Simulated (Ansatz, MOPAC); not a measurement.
The molecule HF+, multiplicity 2 (the spin of the measured ground state).

The constants come from a fifth-degree fit in 1/R (seven points, main isotopes). Runs in def2 and cc sets follow the lowest solution found near the PBE0 minimum.

Cores are frozen in the correlated methods. CBS(a, b) extrapolates the correlation energy as X⁻³ and adds the Hartree–Fock energy of set b. The state that PM3, PM7 reach isn't checked; PM7 holds dispersion and hydrogen-bond terms.

The values were computed with Ansatz (Gaussian orbitals); MOPAC for PM3, PM7 (differences of heats of formation). 

```csv
level,r_e (Å),ω_e (cm⁻¹),ω_e x_e (cm⁻¹)
PM3,1.007,3462,150
PM7,0.976,2922,120
PBE/def2-TZVPP,1.023,2910,92
r2SCAN/def2-TZVPP,1.010,3021,94
wB97X-V/def2-TZVPP,1.010,3043,91
wB97M-V/def2-TZVPP,1.010,3006,93
CCSD(T)/aug-cc-pVTZ,1.004,(withheld),94
"CCSD(T)/CBS(aug-cc-pVQZ, aug-cc-pV5Z)",(withheld),(withheld),93
```

Q: Complete the blanks.

A: 
- CCSD(T)/CBS(aug-cc-pVQZ, aug-cc-pV5Z), r_e (Å): 1.001
- CCSD(T)/CBS(aug-cc-pVQZ, aug-cc-pV5Z), ω_e (cm⁻¹): 3101
- CCSD(T)/aug-cc-pVTZ, ω_e (cm⁻¹): 3115

Ansatz is an electronic-structure program.
